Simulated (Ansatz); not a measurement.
```xyz
11

O    -1.975    1.285    0.525
Ge   -0.219    1.492    0.290
C     0.641   -0.261    0.262
Ga    1.238   -3.315   -0.450
H    -2.412    0.919   -0.247
H     0.224    2.328    1.498
H     0.041    2.238   -1.037
H     0.244   -0.826   -0.587
H     0.424   -0.784    1.194
H     0.071   -2.924   -1.606
H     1.723   -0.152    0.159
```

The species carries charge 0 and has multiplicity 1. The bonds changed during the relaxation, so this is another structure than the one it started from.

List the ωB97M-V/def2-TZVPP orbital energies in eV (the Gaussian-basis code of Ansatz). (Best estimate.)

The calculation gave: Occupied: -10866.73, -10153.35, -1362.52, -1256.82, -1210.26, -1210.25, -1210.24, -1110.96, -1110.96, -1110.88, -525.75, -281.54, -174.37, -154.10, -123.64, -123.60, -123.58, -106.51, -106.50, -106.23, -36.57, -36.42, -36.41, -36.35, -36.34, -30.00, -25.61, -25.61, -25.38, -25.38, -25.37, -22.69, -18.14, -15.38, -14.59, -14.24, -13.29, -12.47, -12.32, -11.36, -10.57, -8.01. Lowest empty: 0.00, 0.32, 2.05, 2.75, 3.28, 3.41, 3.87, 4.18.
